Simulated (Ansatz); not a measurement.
Ansatz results at the PBE0-D4/def2-TZVP geometry: ideal-gas entropy at 298 K and 1 bar (rigid rotor, harmonic PBE0-D4/def2-TZVP) 354 J/(mol·K); size of the dipole moment (ωB97M-V/def2-TZVPP) 2.01 D; size of the dipole moment (B3LYP/def2-TZVPP) 1.85 D.

Q: Which molecule gave them?
A. `[F][AlH]`•
B. `C[SiH][SeH]`•
C. `[SiH3][O][SnH2]`•
D. `[O][In]([F])[Cl]`•

A: C. The others give `C[SiH][SeH]`•: 327, 1.61, 1.54; `[F][AlH]`•: 246, 1.68, 1.62; `[O][In]([F])[Cl]`•: 341, 0.91, 0.95.

B3LYP here is the variant with VWN-RPA as its local correlation; programs differ in this.
